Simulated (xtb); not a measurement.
(1S)-2,2-difluorocyclopropan-1-ol (C₃H₄F₂O), SMILES O[C@H]1CC1(F)F. All values are semi-empirical tight-binding results from xtb (GFN2-xTB unless named), good for trends rather than for accurate numbers. Geometry optimised at GFN2-xTB. The values are those of a single conformer.

Optimised geometry:

Bonds (Å): O1–C2 1.378, O1–H7 0.966, C2–C3 1.523, C2–C4 1.493, C2–H8 1.082, C3–C4 1.493, C3–H9 1.078, C3–H10 1.080, C4–F5 1.346, C4–F6 1.353. Angles (°): C2–O1–H7 110.0, O1–C2–C3 121.9, O1–C2–C4 121.6, O1–C2–H8 110.4, C3–C2–C4 59.3, C3–C2–H8 117.7, C4–C2–H8 117.7, C2–C3–C4 59.3, C2–C3–H9 118.6, C2–C3–H10 118.3, C4–C3–H9 118.0, C4–C3–H10 116.7, H9–C3–H10 114.8, C2–C4–C3 61.3, C2–C4–F5 121.6, C2–C4–F6 118.9, C3–C4–F5 120.9, C3–C4–F6 118.8, F5–C4–F6 108.7.
Charge 0, spin multiplicity 1.

Q: Estimate the properties. (Estimate from the structure and the level; the computed values follow.)

A: 
```yaml
orbital_gap: 9.13 eV
dipole_moment: 2.10 D
zero_point_energy: 42.3 kcal/mol
G − E(el) at 298.15 K (modified RRHO): 23.9 kcal/mol
static polarisability (D4 model): 41.2 bohr³
solvation energy, GFN2-xTB/ALPB(water): -5.3 kcal/mol
solvation energy, GFN2-xTB/ALPB(toluene): -3.5 kcal/mol
```

Computed IR lines (harmonic; lines under 4 % of the strongest left out, lines within 3 cm⁻¹ merged):
ν (cm⁻¹): 173 (w), 235 (w), 307 (s), 373 (w), 432 (w), 559 (w), 719 (w), 848 (w), 895 (w), 954 (m), 1040 (m), 1053 (w), 1147 (m), 1189 (vs), 1234 (w), 1297 (s), 1465 (m), 3512 (w) (against the strongest line: vs over 80 %, s over 45 %, m over 15 %, w over 4 %, vw less)

Q: Give the atomic charges and the Wiberg bond orders between heavy atoms. (Estimate from the structure and the level; the computed values follow.)

A: charges (e) O1 -0.40, C2 0.10, C3 -0.12, C4 0.32, F5 -0.22, F6 -0.23, H7 0.31, H8 0.08, H9 0.08, H10 0.08. Bond orders O1–C2 1.04, C2–C3 0.93, C2–C4 0.93, C3–C4 0.94, C4–F5 0.94, C4–F6 0.94.
